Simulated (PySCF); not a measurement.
C3H3BrF2, SMILES F[C@@H]1[C@H](F)[C@H]1Br. Coordinates come from a PBE0-D3(BJ)/def2-SVP optimisation. The structure was generated by enumeration; whether it is a known compound was not checked.

Method: PBE0-D3(BJ)/def2-SVP in PySCF.

Harmonic wavenumbers (cm⁻¹): 178, 187, 215, 318, 329, 666, 773, 855, 934, 1020, 1048, 1105, 1152, 1192, 1200, 1269, 1377, 1512, 3185, 3191, 3212. Rotational constants (GHz): 4.881, 1.126, 0.9634; symmetry number 1.

**Question.** Work out the zero-point energy and the ideal-gas rigid-rotor harmonic-oscillator thermochemistry at 298.15 K and 1 atm.

**Answer.** ZPE = ½ Σ hcν = ½ × 24919 cm⁻¹ = 35.62 kcal/mol. H − E(el) = 39.87 kcal/mol. Entropy in cal/(mol K): translation 41.06, rotation 28.50, vibration 10.49, total 80.04. G − E(el) = 16.01 kcal/mol. Cp = 21.33 cal/(mol K).
